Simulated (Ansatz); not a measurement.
In4Sn. Charge 0, multiplicity 1. Geometry r2SCAN-D4/def2-SVP, basis def2-TZVP, Ansatz.

```xyz
5

In    1.771    2.274   -1.770
In    0.902    0.472    0.499
In   -0.833   -0.023   -1.705
In   -0.089   -1.137    2.608
Sn   -1.751   -1.587    0.368
```

```
run  HOMO (eV)  LUMO (eV)
  A      -6.45      -1.56
  B      -4.87      -2.96
  C      -4.47      -3.46
  D      -4.28      -3.41
  E      -4.72      -3.05
```

In the def2 sets In, Sn take a core potential; there is no spin–orbit coupling. LC-ωPBE has ω = 0.4 bohr⁻¹. B3LYP takes the VWN-RPA correlation. Another isomer (singlet) lies 0.45 eV lower at PBE0-D4/def2-TZVP; other spin states weren't run for this one.

Question: The runs used B3LYP, LC-ωPBE, PBE, PBE0, r2SCAN. Estimate which is which.

Answer: A LC-ωPBE (range-separated); B PBE0 (25 % exact exchange); C r2SCAN (0 % exact exchange); D PBE (0 % exact exchange); E B3LYP (20 % exact exchange). Exact exchange lowers occupied and raises empty levels; among semilocal functionals meta-GGAs tend to open the gap a little, and such runs are hard to tell apart. The gap grows from 0.87 eV (PBE) to 4.90 eV (LC-ωPBE). The restricted singlet is unstable towards broken spin symmetry in Hartree–Fock (as tested in another run); at LC-ωPBE/def2-TZVP, PBE0-D4/def2-TZVP, r2SCAN-D4/def2-TZVP, PBE-D4/def2-TZVP and others this wasn't settled.
